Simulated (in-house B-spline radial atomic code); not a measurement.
Sb⁺: [Kr] 4d10 5s2 5p2

All numbers are computed (Dirac-Kohn-Sham PBEsol, spherical fractional occupations; Fermi nucleus of rms radius 4.6802 fm) with a radial B-spline atomic code at the basis-set limit, not measured.

Effective charges: Z_r = [3n² - l(l+1)]/(2<r>) from the radius, Z_e = n√(-2ε) from the energy, and Slater's rules. Values are occupation-weighted means over j. An effective charge above Z reflects the relativistic contraction of the inner shells.

| shell | electrons | ε (eV) | <r> (bohr) | Z_r | Z_e | Slater |
| --- | --- | --- | --- | --- | --- | --- |
| 1s | 2 | -30276 | 0.02843 | 52.76 | 47.17 | 50.70 |
| 2s | 2 | -4613.3 | 0.1223 | 49.08 | 36.83 | 46.85 |
| 2p | 6 | -4149.5 | 0.1069 | 46.76 | 34.93 | 46.85 |
| 3s | 2 | -911.12 | 0.3305 | 40.85 | 24.55 | 39.75 |
| 3p | 6 | -759.11 | 0.3285 | 38.05 | 22.41 | 39.75 |
| 3d | 10 | -523.81 | 0.3056 | 34.36 | 18.61 | 29.85 |
| 4s | 2 | -157.03 | 0.7908 | 30.35 | 13.59 | 23.25 |
| 4p | 6 | -110.32 | 0.852 | 27.00 | 11.39 | 23.25 |
| 4d | 10 | -41.939 | 1.029 | 20.40 | 7.02 | 11.85 |
| 5s | 2 | -20.697 | 2.156 | 17.39 | 6.17 | 6.65 |
| 5p | 2 | -12.046 | 2.659 | 13.73 | 4.70 | 6.65 |

The least bound orbital is 5p3/2 at -11.8 eV, and it is also the most diffuse (<r> = 2.693 bohr).

Spin-orbit splittings of the orbital energies (j = l + 1/2 above j = l - 1/2 when positive): 2p 251.6 eV, 3p 46.42 eV, 3d 9.652 eV, 4p 8.618 eV, 4d 1.248 eV, 5p 0.7491 eV.

For the 1s electron the small component carries 3.51 % of the norm, the zero-frequency Breit interaction raises the level by 72.17 eV, self-energy by 41.04 eV, and vacuum polarisation lowers it by 5.488 eV.
